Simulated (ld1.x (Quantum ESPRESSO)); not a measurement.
# revPBE TM dataset for In, scalar-relativistic all-electron reference.

In, norm-conserving Troullier–Martins (Kleinman–Bylander form), made with ld1.x (Quantum ESPRESSO) 7.5 (revPBE, scalar-relativistic). Core [Kr] 4d10, reference 5s2 5p1. Waves: 5s (bound): rc 2.00 bohr; 5p (bound): rc 3.05 bohr. Local part: all-electron potential smoothed inside 1.95 bohr (lloc = -1). Core correction: a·sin(br)/r model core inside 2.00 bohr.

What the tests gave:

```json
{
  "Cutoffs needed": "10 Ry and 25 Ry (the cutoffs (Ry, on a coarse ladder) from which the occupation-weighted sum of valence levels, in a spherical-Bessel basis at the reference potential, stays within 10 and 1 mRy of its value at 400 Ry)",
  "Ghost test": "ghost state, extra bound levels that the all-electron valence spectrum of the same l lacks: s at -7.3 eV; a true bound ghost makes a file unfit for plane-wave use (spherical-Bessel basis up to 400 Ry, 20 bohr box)",
  "Configuration tests": "4 of 7 tests not solved or not reliable; not counted: 5s2 5p0 (solver errors, printed error -18.4 eV); 5s1 5p1 (solver errors, printed error +5.2 eV); 5s1 5p2 (solver errors, printed error -3.8 eV); 1 more"
}
```

Generation and tests took about 1.4 s on one core of a shared server CPU.
